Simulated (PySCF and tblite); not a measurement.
Results of a calculation; reference values are marked as such.
C₉H₁₂O, numbered as in [CH:1]#[C:2][C@@H:3]1[CH2:4][C@H:5]2[CH2:6][C@H:7]2[C@@H:8]1[O:9][CH3:10]. The ensemble was built from 90 distance-geometry starts (ETKDG and KDG, MMFF94s, GFN2-xTB) and rests on GFN2-xTB geometries. Weights use PBE0-D3(BJ)/pcSseg-1 energies plus GFN2-xTB zero-point and thermal terms (modes under about 100 cm⁻¹ blended into free rotors). Symmetry numbers and mirror images are counted. Conformers within 2.5 kcal/mol (GFN2-xTB free energy) were kept, 4 at most. GIAO shieldings: PBE0/pcSseg-1. Shifts are against TMS (¹H), TMS (¹³C) at the same level. (PySCF 2.14, tblite 0.8.)

Torsions listed: C3–C8–O9–C10. The 5-ring runs over atoms 3–4–5–7–8.

```tsv
conformer	shape	point group	mirror pair	ΔE(DFT)	Δ(G−E) at 250 K	δ C7 (ppm)
1	5-ring envelope (ring torsions 17, 0, -17, 28, -28°); -95°	C1	no	0.00	0.00	27.8
2	5-ring envelope (ring torsions 18, 0, -18, 28, -28°); -161°	C1	no	0.60	-0.14	22.9
3	5-ring envelope (ring torsions -18, 0, 17, -28, 29°); -69°	C1	no	3.61	0.00	30.4
4	5-ring envelope (ring torsions -20, 0, 20, -32, 32°); -167°	C1	no	4.47	-0.10	25.6
```

Energies in kcal/mol; the thermal term leaves out symmetry numbers and mirror images.

(1) Work out the weights at 250 K and the ¹³C shift of C7 under fast exchange.

For its torsions the set is small; conformers may be missing.

## Answers

(1) RT = 0.497 kcal/mol. Each conformer gets RT ln(σ/g), with σ the rotational symmetry number and g = 2 for a mirror pair: 1: σ = 1, g = 1, G = 0.00 + 0.00 + 0.00 = 0.00, 0.00 above the lowest, exp(−ΔG/RT) = 1.000; 2: σ = 1, g = 1, G = 0.60 − 0.14 + 0.00 = 0.47, 0.47 above the lowest, exp(−ΔG/RT) = 0.392; 3: σ = 1, g = 1, G = 3.61 + 0.00 + 0.00 = 3.60, 3.60 above the lowest, exp(−ΔG/RT) = 0.001; 4: σ = 1, g = 1, G = 4.47 − 0.10 + 0.00 = 4.37, 4.37 above the lowest, exp(−ΔG/RT) = 0.000. The sum is 1.393, so the weights are 71.8, 28.1, 0.1, 0.0 %. The averaged shift is 26.4 ppm. At 298.15 K it is 26.3 ppm. At 298.15 K the leading conformer alone gives 27.8 ppm and bare DFT energies give 26.5 ppm.
